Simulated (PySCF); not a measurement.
Members of one family of related compounds. Level of theory: TDDFT CAM-B3LYP/def2-SVPD, vertical, gas phase, core orbitals frozen in the response in PySCF. Geometries: PBE0-D3(BJ)/def2-SVP; one conformer of each isolated species. Triplets are in the Tamm–Dancoff approximation. 'Strongest' means the level of largest summed f among the lowest 10 singlets; it needn't be the same kind of state in each. Relativistic effects are left out although some hold elements past zinc.

Problem. Rank by computed HOMO–LUMO gap, highest first.
A. `C#[C][GeH2][O]C(C)C`
B. `C#[C][GeH2][B](F)F`
C. `C#[C][GeH2][n]1cccc1`
D. `C#[C][GeH2][NH]C(C)=O`
E. `FC(F)(F)[C](=O)[GeH2][C]#C`

Solution. A (9.80 eV), D (9.65 eV), B (9.35 eV), E (8.20 eV), C (7.86 eV).

| SMILES | gap (eV) | f (strongest) | S1 (eV) | LUMO (eV) | α (au) | S1 mainly |
| --- | --- | --- | --- | --- | --- | --- |
| C#[C][GeH2][O]C(C)C | 9.80 | 0.05 | 5.95 | 0.61 | 91.5 | H-1→L (51%) |
| C#[C][GeH2][NH]C(C)=O | 9.65 | 0.17 | 5.70 | 0.63 | 85.4 | H→L+2 (48%) |
| C#[C][GeH2][B](F)F | 9.35 | 0.05 | 5.97 | -0.13 | 65.7 | H→L (35%) |
| C#[C][GeH2][C](=O)C(F)(F)F | 8.20 | 0.10 | 3.52 | -1.11 | 80.0 | H→L (87%) |
| C#[C][GeH2][n]1cccc1 | 7.86 | 0.07 | 5.36 | 0.48 | 101.4 | H→L (95%) |

H and L stand for HOMO and LUMO.

- `C#[C][GeH2][O]C(C)C`: Löwdin shares by element: HOMO oxygen 50%, carbon 20% or more, germanium 8% (atoms not listed hold the other 22%); LUMO carbon 43% or more, germanium 25%, oxygen 8% (atoms not listed hold the other 23%).
- `C#[C][GeH2][NH]C(C)=O`: Löwdin shares by element: HOMO oxygen 63%, carbon 18% or more, nitrogen 6%; LUMO germanium 26%, carbon 24% or more, hydrogen 11% or more (atoms not listed hold the other 39%).
- `C#[C][GeH2][B](F)F`: Löwdin shares by element: HOMO carbon 70%, germanium 10%, boron 7%; LUMO boron 34%, fluorine 25%, germanium 23% (atoms not listed hold the other 18%).
- `C#[C][GeH2][C](=O)C(F)(F)F`: Löwdin shares by element: HOMO oxygen 37%, carbon 24% or more, germanium 12% (atoms not listed hold the other 27%); LUMO carbon 43% or more, oxygen 34%, germanium 9%.
- `C#[C][GeH2][n]1cccc1`: Löwdin shares by element: HOMO carbon 84% or more (atoms not listed hold the other 16%); LUMO carbon 43% or more, germanium 28%, hydrogen 7% or more (atoms not listed hold the other 22%).
